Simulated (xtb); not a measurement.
F5Ta, charge -1, doublet, at a GFN2-xTB geometry (such geometries of metal compounds can be far from the true shape) (the multiplicity is a formal guess); xtb with GFN2-xTB.

xtb was given this input:
```
$ xtb mol.xyz --gfn 2 --chrg -1 --uhf 1 --json

# file mol.xyz
6

Ta     0.10902516     0.10965860    -0.04466820
F      1.39161117    -0.54933151     1.12738172
F     -1.04548444     0.89746921    -1.26919170
F     -0.44256840     1.32391145     1.24929098
F      0.78869512    -0.97577374    -1.39110096
F     -1.57656866    -1.58572848     0.64592866
```

What the program printed (banner, timings and long lists left out):

```
   ID    Z sym.   atoms
    1   73 Ta     1
    2    9 F      2-6

           -------------------------------------------------
          |                Calculation Setup                |
           -------------------------------------------------

           -------------------------------------------------
          |                 G F N 2 - x T B                 |
           -------------------------------------------------

          ...................................................
          :                      SETUP                      :
          :.................................................:
          :  # basis functions                  30          :
          :  # atomic orbitals                  29          :
          :  # shells                           13          :
          :  # electrons                        41          :
          :  max. iterations                   250          :
          :  Hamiltonian                  GFN2-xTB          :
          :  restarted?                      false          :
          :  GBSA solvation                  false          :
          :  PC potential                    false          :
          :  electronic temp.          300.0000000     K    :
          :  accuracy                    1.0000000          :
          :  -> integral cutoff          0.2500000E+02      :
          :  -> integral neglect         0.1000000E-07      :
          :  -> SCF convergence          0.1000000E-05 Eh   :
          :  -> wf. convergence          0.1000000E-03 e    :
          :  Broyden damping             0.4000000          :
          :  net charge                         -1          :
          :  unpaired electrons                  1          :
          ...................................................

 iter      E             dE          RMSdq      gap      omega  full diag
   1    -26.1623221 -0.261623E+02  0.119E+01    1.71       0.0  T
   2    -26.2177551 -0.554330E-01  0.807E+00    1.71       1.0  T
   3    -26.2121920  0.556305E-02  0.435E+00    1.52       1.0  T
   4    -26.2216061 -0.941406E-02  0.393E+00    1.62       1.0  T
   5    -26.2223156 -0.709531E-03  0.116E+00    1.63       1.0  T
   6    -26.2225409 -0.225291E-03  0.362E-01    1.63       1.0  T
   7    -26.2225612 -0.202755E-04  0.356E-02    1.63       1.1  T
   8    -26.2225614 -0.216493E-06  0.142E-02    1.63       2.9  T
   9    -26.2225616 -0.224378E-06  0.381E-03    1.63      10.7  T
  10    -26.2225617 -0.211720E-07  0.155E-03    1.63      26.3  T
  11    -26.2225617  0.778190E-09  0.930E-04    1.63      43.9  T
  12    -26.2225617 -0.217442E-08  0.186E-05    1.63    2192.7  T

   *** convergence criteria satisfied after 12 iterations ***

         :::::::::::::::::::::::::::::::::::::::::::::::::::::
         ::                     SUMMARY                     ::
         :::::::::::::::::::::::::::::::::::::::::::::::::::::
         :: total energy             -26.206123113093 Eh    ::
         :: gradient norm              0.000009943862 Eh/a0 ::
         :: HOMO-LUMO gap              1.630050576226 eV    ::
         ::.................................................::
         :: SCC energy               -26.222560257258 Eh    ::
         :: -> isotropic ES            0.223545384560 Eh    ::
         :: -> anisotropic ES         -0.007536240346 Eh    ::
         :: -> anisotropic XC          0.003426469722 Eh    ::
         :: -> dispersion             -0.003217667574 Eh    ::
         :: repulsion energy           0.016437144164 Eh    ::
         :: add. restraining           0.000000000000 Eh    ::
         :: total charge              -1.000000000000 e     ::
         :::::::::::::::::::::::::::::::::::::::::::::::::::::

           -------------------------------------------------
          |                Property Printout                |
           -------------------------------------------------

    * Orbital Energies and Occupations

         #    Occupation            Energy/Eh            Energy/eV
      -------------------------------------------------------------
         1        2.0000           -0.6723296             -18.2950
       ...           ...                  ...                  ...
         9        2.0000           -0.3357528              -9.1363
        10        2.0000           -0.3357528              -9.1363
        11        2.0000           -0.3343958              -9.0994
        12        2.0000           -0.3343958              -9.0994
        13        2.0000           -0.3318559              -9.0303
        14        2.0000           -0.3296301              -8.9697
        15        2.0000           -0.3274327              -8.9099
        16        2.0000           -0.3274327              -8.9099
        17        2.0000           -0.3254262              -8.8553
        18        2.0000           -0.2528545              -6.8805
        19        2.0000           -0.2403323              -6.5398
        20        2.0000           -0.2403323              -6.5398
        21        1.0000           -0.1709879              -4.6528 (HOMO)
        22                         -0.1110846              -3.0228 (LUMO)
        23                         -0.1110846              -3.0228
        24                         -0.0807661              -2.1978
        25                          0.4098763              11.1533
        26                          0.4963837              13.5073
        27                          0.5004744              13.6186
        28                          0.8227725              22.3888
        29                          0.8227725              22.3888
      -------------------------------------------------------------
                  HL-Gap            0.0599033 Eh            1.6301 eV
             Fermi-level           -0.1735142 Eh           -4.7216 eV

     #   Z          covCN         q      C6AA      α(0)
     1  73 Ta       3.083     1.413   239.931    33.447
     2   9 F        0.659    -0.468    14.431     4.484
     3   9 F        0.659    -0.468    14.431     4.484
     4   9 F        0.659    -0.468    14.431     4.484
     5   9 F        0.659    -0.468    14.431     4.484
     6   9 F        0.446    -0.542    15.648     4.646

 Mol. C6AA /au·bohr⁶  :       1138.892050
 Mol. C8AA /au·bohr⁸  :      78396.608032
 Mol. α(0) /au        :         56.028573

Wiberg/Mayer (AO) data.
largest (>0.10) Wiberg bond orders for each atom

 ---------------------------------------------------------------------------
     #   Z sym  total        # sym  WBO       # sym  WBO       # sym  WBO
 ---------------------------------------------------------------------------
     1  73 Ta   4.042 --     5 F    0.837     4 F    0.837     3 F    0.837
                             2 F    0.837     6 F    0.694
     2   9 F    0.940 --     1 Ta   0.837
     3   9 F    0.940 --     1 Ta   0.837
     4   9 F    0.940 --     1 Ta   0.837
     5   9 F    0.940 --     1 Ta   0.837
     6   9 F    0.775 --     1 Ta   0.694
 ---------------------------------------------------------------------------

Topologies differ in total number of bonds
Writing topology from bond orders to xtbtopo.mol

molecular dipole:
                 x           y           z       tot (Debye)
 q only:        1.294       1.302      -0.530
   full:        1.209       1.216      -0.495       4.538
molecular quadrupole (traceless):
                xx          xy          yy          xz          yz          zz
 q only:        0.134       0.493       0.140      -0.201      -0.202      -0.274
  q+dip:        0.082       0.303       0.086      -0.124      -0.124      -0.168
   full:       -0.453      -1.666      -0.472       0.679       0.683       0.925

           -------------------------------------------------
          | TOTAL ENERGY              -26.206123113093 Eh   |
          | GRADIENT NORM               0.000009943862 Eh/α |
          | HOMO-LUMO GAP               1.630050576226 eV   |
           -------------------------------------------------

normal termination of xtb
```
